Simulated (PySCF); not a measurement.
GeHClBr2, SMILES [Br][GeH]([Br])[Cl].

Geometry optimised at B3LYP-D3(BJ)/def2-SVP.

Computed with TDDFT-PBE/def2-SVPD (PySCF).

Vertical excitations. The molecule is in vacuum. State labels are in the subgroup Cs.

Computed excitation energies, oscillator strengths and character:
| state | symmetry | energy (eV) | λ (nm) | f | main pairs |
|---|---|---|---|---|---|
| S1 | A" | 4.48 | 277 | 0.003 | HOMO→LUMO 97 % |
| S2 | A" | 4.73 | 262 | 0.017 | HOMO−1→LUMO 95 % |
| S3 | A' | 4.78 | 260 | 0.012 | HOMO−2→LUMO 99 % |
| S4 | A' | 4.98 | 249 | 0.018 | HOMO−3→LUMO 95 % |
| S5 | A' | 5.29 | 234 | 0.009 | HOMO−4→LUMO 96 % |
| S6 | A" | 5.40 | 230 | 0.022 | HOMO−5→LUMO 95 % |
| S7 | A' | 6.18 | 200 | 0.015 | HOMO→LUMO+1 93 % |
| S8 | A" | 6.26 | 198 | 0.020 | HOMO→LUMO+2 76 %, HOMO−1→LUMO+2 17 % |
| S9 | A" | 6.34 | 196 | 0.002 | HOMO−1→LUMO+2 56 %, HOMO−2→LUMO+1 36 % |
| S10 | A' | 6.35 | 195 | 0.014 | HOMO−1→LUMO+1 92 % |
| T1 | A" | 4.17 | 297 | 0 | HOMO→LUMO 99 % |
| T2 | A" | 4.35 | 285 | 0 | HOMO−1→LUMO 99 % |
| T3 | A' | 4.38 | 283 | 0 | HOMO−2→LUMO 99 % |
| T4 | A' | 4.59 | 270 | 0 | HOMO−3→LUMO 99 % |
Triplets are in the Tamm–Dancoff approximation, which puts them higher than full response would, so one can lie above its singlet here.
